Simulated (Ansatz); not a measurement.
Computed with Ansatz on PBE0-D4/def2-TZVP structures; ΔE is electronic, products minus reactants. CCSD(T)/CBS is the MP2 limit (def2-TZVPP, def2-QZVPP) plus CCSD(T) − MP2 in def2-TZVPP, frozen cores. This one scheme is used for every species. Functionals use def2-TZVPP. B3LYP here is the variant with VWN-RPA as its local correlation; programs differ in this. Each species was taken in one conformer, which may not be the lowest.

Reaction (ligand exchange at the Si–C bond): `C[SiH2]S[SiH2]Cl` + HCl → `Cl[SiH2]S[SiH2]Cl` + CH₄

(1) Is it downhill or uphill in electronic energy at CCSD(T)/CBS, and by how much? (An estimate is asked.)

(2) What do these levels give: PBE-D4, r2SCAN-D4, ωB97M-V, PBE, B3LYP, HF/def2-TZVPP, MP2/def2-TZVPP, CCSD(T)/def2-TZVPP, MP2/def2-QZVPP, SCS-MP2/def2-QZVPP, HF/CBS(def2), MP2/CBS(def2)? (Best estimate.)

Largest T1 diagnostic among the species: 0.010.

Answers

(1) Computed: Downhill: ΔE = -98.7 kJ/mol.

(2) The calculation gave: PBE-D4 -97.4, r2SCAN-D4 -101.2, ωB97M-V -99.6, PBE -95.9, B3LYP -99.4, HF/def2-TZVPP -103.8, MP2/def2-TZVPP -100.1, CCSD(T)/def2-TZVPP -94.4, MP2/def2-QZVPP -102.5, SCS-MP2/def2-QZVPP -101.6, HF/CBS(def2) -103.6, MP2/CBS(def2) -104.4 kJ/mol.

In def2-TZVPP, CCSD(T) changes the Hartree–Fock value by +9.3 kJ/mol (the triples alone add −0.2 kJ/mol) and MP2 by +3.6 kJ/mol.
